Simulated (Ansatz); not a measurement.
Computed with Ansatz on PBE0-D4/def2-TZVP structures; ΔE is electronic, products minus reactants. CCSD(T)/CBS adds triple-zeta CCSD(T) − MP2 to the extrapolated MP2 energy (def2 sets, frozen cores). This one scheme is used for every species. For Ge outer-core shells are correlated without core-valence functions, which leaves a few kJ/mol of doubt a bond. Scalar relativity is left out up to krypton. Each species was taken in one conformer, which may not be the lowest.

Reaction (ligand exchange at a Ge–S bond): `[NH2][GeH2][S]CF` + HCl → `[NH2][GeH2][Cl]` + `FCS`

| species | CCSD(T)/CBS(def2) energy (Eh) |
| --- | --- |
| `[NH2][GeH2][S]CF` | -2670.06759 |
| HCl | -460.38127 |
| `[NH2][GeH2][Cl]` | -2593.05183 |
| `FCS` | -537.40796 |

Work out ΔE.

ΔE = (-2593.05183) + (-537.40796) − (-2670.06759) − (-460.38127) = -0.01093 Eh = -28.7 kJ/mol.

Largest T1 diagnostic among the species: 0.012.

The D4 term adds +7.8 kJ/mol with B3LYP and +4.6 kJ/mol with PBE0; it sums over pairs of atoms, weighted by their polarisabilities, and B3LYP, whose exchange is more repulsive, gets the larger term. In def2-TZVPP, CCSD(T) changes the Hartree–Fock value by +22.8 kJ/mol (the triples alone add +3.4 kJ/mol) and MP2 by +23.6 kJ/mol.

B3LYP here is the variant with VWN-RPA as its local correlation; programs differ in this.
